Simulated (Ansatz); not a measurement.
One change: `C[S][Zn][SH]` becomes `[SH][Zn][SH]`.

Ansatz, PBE0-D4/def2-TZVP geometries, multiplicity 1. Each molecule was computed in one conformer, which needn't be the lowest.

Scalar relativity is left out up to krypton.

```csv
property,`C[S][Zn][SH]`
HOMO–LUMO gap (PBE0/def2-TZVPP) / eV,6.03
"ideal-gas entropy at 298 K and 1 bar (rigid rotor, harmonic PBE0-D4/def2-TZVP) / J/(mol·K)",367
HOMO–LUMO gap (ωB97M-V/def2-TZVPP) / eV,9.79
zero-point energy (PBE0-D4/def2-TZVP) / kJ/mol,126.0
size of the dipole moment (B3LYP/def2-TZVPP) / D,1.61
HOMO–LUMO gap (PBE/def2-TZVPP) / eV,4.05
```

(1) What does the change do to each property? (An estimate is asked.)

## Answers

(1) Computed: 
```json
{"property": "HOMO–LUMO gap (PBE0/def2-TZVPP) / eV", "`[SH][Zn][SH]`": "6.56", "shift": "0.53"}
{"property": "ideal-gas entropy at 298 K and 1 bar (rigid rotor, harmonic PBE0-D4/def2-TZVP) / J/(mol·K)", "`[SH][Zn][SH]`": "317", "shift": "-50"}
{"property": "HOMO–LUMO gap (ωB97M-V/def2-TZVPP) / eV", "`[SH][Zn][SH]`": "10.37", "shift": "0.58"}
{"property": "zero-point energy (PBE0-D4/def2-TZVP) / kJ/mol", "`[SH][Zn][SH]`": "46.9", "shift": "-79.1"}
{"property": "size of the dipole moment (B3LYP/def2-TZVPP) / D", "`[SH][Zn][SH]`": "0.95", "shift": "-0.66"}
{"property": "HOMO–LUMO gap (PBE/def2-TZVPP) / eV", "`[SH][Zn][SH]`": "4.53", "shift": "0.48"}
```

With PBE0 the HOMO falls by 0.64 eV and the LUMO falls by 0.11 eV, so the gap widens by about 0.53 eV. PBE moves the HOMO by -0.61 eV and ωB97M-V by -0.65 eV. The zero-point energy changes by -79.1 kJ/mol with -9 modes. Dipoles are sizes alone; their direction can turn.

B3LYP here is the variant with VWN-RPA as its local correlation; programs differ in this.
